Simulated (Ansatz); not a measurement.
Wavefunction ladder for ClF₂Sn (`[F][Sn]([F])[Cl]`) radical

Z-matrix (Å, degrees):
```
Sn
F 1 1.912
Cl 1 2.322 2 107.8
F 1 1.912 2 103.5 3 -114.0
```

Total charge 0; spin multiplicity 2. Correlated methods include outer-core shells of Sn, which these sets cover unevenly. Sn: def2 effective core potential. All single points use the PBE0-D4/def2-TZVP geometry. Frozen core, unrestricted reference, the Gaussian-basis code of Ansatz.

```
     basis     HF (Eh)  MP2 corr.
  def2-SVP  -871.49108   -0.59382
def2-TZVPP  -871.92623   -0.98223
def2-QZVPP  -871.95274   -1.26407
```

**Question.** Estimate the CCSD correlation energy and the (T) correction in each basis where they were run (hartree).

**Answer.** 
```json
{"basis": "def2-SVP", "CCSD corr.": "-0.61020", "(T)": "-0.01191"}
{"basis": "def2-TZVPP", "CCSD corr.": "-0.98812", "(T)": "-0.03270"}
```
